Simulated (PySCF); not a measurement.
## Computed NMR parameters against published values

Mapped SMILES: `[CH3:1][CH2:2][C:3](=[O:4])[c:5]1[cH:6][cH:7][cH:8][cH:9][cH:10]1`. Each H is labelled by its parent atom.

Published estimates (parent shift plus substituent increments) and measurements: δ 17O O4 537.2 ppm (measured; solution, CH3CN, 313 K; J.-C. Zhuo, Molecules 4 (1999) 320).
δ 1H H(C6)/H(C10) 7.95; H(C8) 7.55; H(C7)/H(C9) 7.45 ppm (estimated from measurements, as parent shift plus tabulated substituent increment; solution, not stated per compound (mostly CDCl3 or CCl4); Pretsch, Buehlmann, Badertscher, Structure Determination of Organic Compounds, 4th ed. (2009)).
δ 13C C2 31.7; C1 8.3; δ 1H H(C2) 2.92; H(C1) 1.18 ppm (measured; solution, not stated per compound (mostly CDCl3 or CCl4); Pretsch, Buehlmann, Badertscher, Structure Determination of Organic Compounds, 4th ed. (2009)).
δ 1H H(C6)/H(C10) 7.88; H(C8) 7.45; H(C7)/H(C9) 7.38 ppm (measured; solution, CCl4; Shapiro, Mohrmann, J. Phys. Chem. Ref. Data 1977, 6, 919).

No solvent model, a single conformation, non-relativistic, rapidly exchanging positions averaged. NMR shieldings at PBE0/pcSseg-1/GIAO; GFN2-xTB structure; PySCF 2.14.

(1) Set the calculated values beside the experiment.

(2) How far are the unscaled 1H shifts from the references?

(3) How far are the unscaled 13C shifts from the references?

Answers

(1) 
Reference values: measured (solution, CH3CN, 313 K; J.-C. Zhuo, Molecules 4 (1999) 320).
```tsv
atoms	quantity	reference	computed	computed, scaled
O4	δ 17O vs H2O (external)	537.2	–	531.3
```

Reference values: estimated from measurements, as parent shift plus tabulated substituent increment (solution, not stated per compound (mostly CDCl3 or CCl4); Pretsch, Buehlmann, Badertscher, Structure Determination of Organic Compounds, 4th ed. (2009)).
```csv
atoms,quantity,reference,computed,"computed, scaled"
H(C6)/H(C10),δ 1H,7.95,8.48,8.09
H(C8),δ 1H,7.55,7.82,7.47
H(C7)/H(C9),δ 1H,7.45,7.77,7.42
```

Reference values: measured (solution, not stated per compound (mostly CDCl3 or CCl4); Pretsch, Buehlmann, Badertscher, Structure Determination of Organic Compounds, 4th ed. (2009)).
```
atoms  quantity  reference  computed  computed, scaled
   C2     δ 13C       31.7      35.1              32.1
   C1     δ 13C        8.3       9.9               7.5
H(C2)      δ 1H       2.92      3.00              2.92
H(C1)      δ 1H       1.18      1.34              1.35
```

Reference values: measured (solution, CCl4; Shapiro, Mohrmann, J. Phys. Chem. Ref. Data 1977, 6, 919).
```
       atoms  quantity  reference  computed  computed, scaled
H(C6)/H(C10)      δ 1H       7.88      8.48              8.09
       H(C8)      δ 1H       7.45      7.82              7.47
 H(C7)/H(C9)      δ 1H       7.38      7.77              7.42
```

Computed shifts are σ(ref) − σ with the named reference compound (TMS for H and C) calculated as an isolated molecule at the same level. The measured values may be among those fitted. Scaled to experiment by linear calibration (H and C: mostly CDCl3 data, vs TMS): 1H: δ = 30.01 − 0.943σ (rms 0.17 ppm, 504 shifts, 0.18 ppm with the 4 outliers that the fit left out); 13C: δ = 179.97 − 0.974σ (rms 2.1 ppm, 958 shifts, 2.3 ppm with the 13 outliers that the fit left out); 17O: δ = 266.70 − 0.911σ (rms 10.7 ppm, 155 shifts, 12.2 ppm with the 3 outliers that the fit left out vs liquid water, solution or neat liquid). A few per cent of atoms miss by over 2 rms, more outside the fitted compound classes.

(2) Mean signed difference +0.34 ppm, mean absolute 0.34 ppm over 8 comparisons; the largest is +0.60 ppm at H(C6)/H(C10) (hydrogen on an aromatic CH).

(3) Mean signed difference +2.50 ppm, mean absolute 2.50 ppm over 2 comparisons; the largest is +3.4 ppm at C2 (sp3 CH2 α to a carbonyl).
